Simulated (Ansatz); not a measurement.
Start from `N[BH][SnH]([F])[Cl]` and change one atom or group to get `[F][SnH]([Cl])[Br]`.

Ansatz, PBE0-D4/def2-TZVP geometries, multiplicity 1. Each molecule was computed in one conformer, which needn't be the lowest.

Elements past krypton have def2 core potentials. Scalar relativity is left out up to krypton.

| property | `N[BH][SnH]([F])[Cl]` |
| --- | --- |
| HOMO–LUMO gap (ωB97M-V/def2-TZVPP) / eV | 10.57 |
| ideal-gas entropy at 298 K and 1 bar (rigid rotor, harmonic PBE0-D4/def2-TZVP) / J/(mol·K) | 375 |
| LUMO energy (PBE/def2-TZVPP) / eV | -2.36 |
| LUMO energy (B3LYP/def2-TZVPP) / eV | -1.70 |
| LUMO energy (PBE0/def2-TZVPP) / eV | -1.50 |
| zero-point energy (PBE0-D4/def2-TZVP) / kJ/mol | 133.8 |

Q: Give the same properties after the change, and the shifts. (An estimate is asked.)

A: The calculation gave: 
| property | `[F][SnH]([Cl])[Br]` | shift |
| --- | --- | --- |
| HOMO–LUMO gap (ωB97M-V/def2-TZVPP) / eV | 11.01 | 0.44 |
| ideal-gas entropy at 298 K and 1 bar (rigid rotor, harmonic PBE0-D4/def2-TZVP) / J/(mol·K) | 355 | -20 |
| LUMO energy (PBE/def2-TZVPP) / eV | -3.22 | -0.86 |
| LUMO energy (B3LYP/def2-TZVPP) / eV | -2.63 | -0.93 |
| LUMO energy (PBE0/def2-TZVPP) / eV | -2.31 | -0.81 |
| zero-point energy (PBE0-D4/def2-TZVP) / kJ/mol | 28.6 | -105.2 |

With PBE0 the HOMO falls by 1.00 eV and the LUMO falls by 0.81 eV, so the gap widens by about 0.19 eV. PBE moves the HOMO by -0.93 eV and ωB97M-V by -1.11 eV. The zero-point energy changes by -105.2 kJ/mol with -12 modes.

B3LYP here is the variant with VWN-RPA as its local correlation; programs differ in this.

Spin–orbit coupling is left out; it splits and shifts lone-pair levels of the heavy atoms by tenths of an eV.
